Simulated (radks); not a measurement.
The numbers below are computed, except where a source is named.
Problem. Radial electron density D(r) = 4 pi r^2 rho(r) of an atom or ion with 25 electrons. Level of theory: scalar-relativistic Kohn-Sham, PBE, spin-unpolarised, spherical densities, point nucleus (a radial shooting solver on a logarithmic mesh with Libxc functionals).

r (bohr),D(r) (e/bohr)
0.005202,2.994
0.006828,4.712
0.008963,7.230
0.01176,10.73
0.01544,15.26
0.02027,20.50
0.0266,25.63
0.03492,29.24
0.04584,29.92
0.06016,27.44
0.07897,24.02
0.1037,23.54
0.1361,27.83
0.1772,32.70
0.2325,31.22
0.3052,21.81
0.4006,12.98
0.5259,12.15
0.6903,14.80
0.906,13.07
1.189,7.684
1.561,3.507
2.049,1.772
2.689,1.117
3.53,0.6230
4.634,0.2373
6.082,0.05507
7.983,0.006711
10.48,0.0003533

What is the nuclear charge?

Solution. Z = 25. The innermost maximum, from 1s, lies near gamma/Z bohr with gamma = sqrt(1 - (Z/c)^2) = 0.983, here 0.0393 bohr (found: 0.0423), and its height grows with Z. The density is that of neutral manganese in [Ar] 3d5 4s2; the configuration itself is not fixed sharply by these data, and Z only to about a unit. D(r) has 3 maxima, at r = 0.0423, 0.195, 0.730 bohr, and minima at 0.0934, 0.470 bohr, inside which lie 2.12, 10.62 electrons.
